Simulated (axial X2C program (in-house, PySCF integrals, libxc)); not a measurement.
# What spin–orbit coupling does to LiTe⁻

Computed with an axial X2C code built on PySCF integrals. Spin-free means the one-electron spin-free X2C Hamiltonian; two-component (2c) means X2C with spin–orbit coupling and atomic mean-field two-electron Coulomb and Gaunt terms, so the difference of the two also holds small scalar two-electron terms. Basis: Te dyall-acv3z [12s13p9d5f1g], Li dyall-av3z [9s9p3d] (cores contracted in-house); Gaussian nuclei, density fitting, unrestricted open shells. Masses: Te 129.906 u, Li 7.016 u.

Spin-free state: M_S = 0, Λ = 0 (closed shell); fragments Te- + Li.

```
  level  Re (Å)  ωe (cm⁻¹)  De (eV)  μ (D)
   PBE0   2.384      506.5    2.011   3.86
     HF   2.398      517.0    0.964   5.18
    MP2   2.425      489.7    2.027    n/a
   CCSD   2.414      496.4    1.897    n/a
CCSD(T)   2.425      484.9    2.019    n/a
  TPSSh   2.395      496.4    2.100   3.58
```

Correlated methods: 8 electrons correlated (number of frozen shells: Te 4 s, 3 p, 2 d; Li 1 s), 270 virtual spin orbitals or spinors in MP2, 90 natural virtuals in coupled cluster.

Dipoles are positive if Li is the positive end and refer to the centre of mass.

Two-component determinant lowest at the distance of the search:

Ω = 0 (closed shell); fragments Te- + Li.

```
  level  Re (Å)  ωe (cm⁻¹)  De (eV)  μ (D)
   PBE0   2.390      497.2    1.873   3.54
     HF   2.403      510.5    0.787   4.97
    MP2   2.430      482.5    1.860    n/a
   CCSD   2.419      488.8    1.730    n/a
CCSD(T)   2.431      476.7    1.850    n/a
  TPSSh   2.401      486.5    1.993   3.24
```

(1) From the two tables, how do the constants change at the CCSD(T) level (2c against spin-free)?

The state is a single determinant with fixed occupations, the lowest that a limited PBE0 search found. Closed shells are restricted here (equal orbitals for both partners); the stretched side of such a curve lies too high. Dissociation energies refer to the lowest single-determinant-based atoms at the same level and basis. Coupled cluster ran in a truncated set of natural virtual spinors; the MP2 energy of the rest was added. (T) has no such correction and the atoms are truncated less, which lowers De at CCSD(T) by a hundredth of an eV or more. The functionals have no current-density term, which raises determinants with orbital currents, atoms included. The highest occupied level of some functionals is positive through self-interaction error; at Hartree–Fock it is bound. With the outer-core shells frozen, correlated bond lengths of heavy atoms tend to come out a few hundredths of an ångström too long. Hartree–Fock gets electron affinities wrong, so its lowest charge split need not be the true one.

Answers

(1) At the CCSD(T) level Re goes up by 0.006 Å and ωe goes down by 8.2 cm⁻¹; De changes by -0.169 eV.
